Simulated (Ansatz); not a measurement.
```xyz
8

H     1.2150    0.0000    0.3330
H     0.0000    1.2150    0.3330
H    -1.2150    0.0000    0.3330
H     0.0000   -1.2150    0.3330
H     1.2150    0.0000   -0.3330
H     0.0000    1.2150   -0.3330
H    -1.2150    0.0000   -0.3330
H     0.0000   -1.2150   -0.3330
```

Basis set: def2-SVP (spherical functions). All electrons are correlated. Charge 0, multiplicity 1.

Computed with Ansatz (development build ahead of 0.2.0); each method stands on the lowest determinant of its kind that the runs found. Restricted open shells among the atoms or ions are ROHF, correlated in semicanonical orbitals with singles.

Question: Give the atomization energy at this shape (free ground-state atoms in the same class of orbitals less the molecule, no zero-point energy) of singlet H8 by RHF-MP2, RHF.

Answer:

```csv
method,atomization energy
RHF-MP2,13.77 eV
RHF,10.67 eV
```

Caution: no unrestricted run beside it, a lower state can exist; the shape is not the minimum.
